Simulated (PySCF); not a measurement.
**Structure from NMR data**

Molecular formula: C6H11NSi2. Simulated spectra:

¹H NMR (400 MHz, computed): δ 4.64 (s, 6H), 2.72 (m, 1H), 2.62 (m, 2H), 2.08 (m, 2H).

¹³C{¹H} NMR (computed): δ 55.9, 39.2, 37.1, 25.9.

Computed data (PySCF 2.14): PBE0-D3(BJ)/def2-SVP geometry, shieldings: GIAO PBE0/pcSseg-1. No relativistic terms, fast rotation and ring inversion assumed for equivalent nuclei, in vacuum, single conformer.

Scale: TMS for ¹H, ¹³C (reference shieldings calculated alike).

**Question.** What is the structure?

**Answer.** 
- Rings plus π bonds: 4 (4 rings in the answer).
- 4 carbon signals for 6 carbons: some carbons are equivalent by symmetry or fast rotation.
- Carbon types of the structure: 1 × C, 5 × CH, leaving 6 H on heteroatoms.
- δC 55.9, 39.2, 37.1, 25.9: three-membered-ring carbon.
- δH 4.64: hydrogen on a silicon bonded to N.
- δH 2.72, 2.62, 2.08: hydrogen on a three-membered-ring carbon.

The compound is `N([SiH3])([SiH3])[C@@]12[C@@H]3[C@H]4[C@@H]3[C@@H]1[C@@H]24`.

The shifts were computed for this structure.

Shifts are as computed. Against solution values, carbons near 30 ppm lie about +2 ppm off and those near 130 ppm about +5 ppm. Of 1211 compounds with measured shifts, 218 miss one by over three times the rms of a fit or turn the order of signals round; such compounds aren't used in these exercises. Multiplicities follow the n + 1 count of equivalent neighbours, as no J values were calculated; m marks all less simple cases, F and P coupling included.
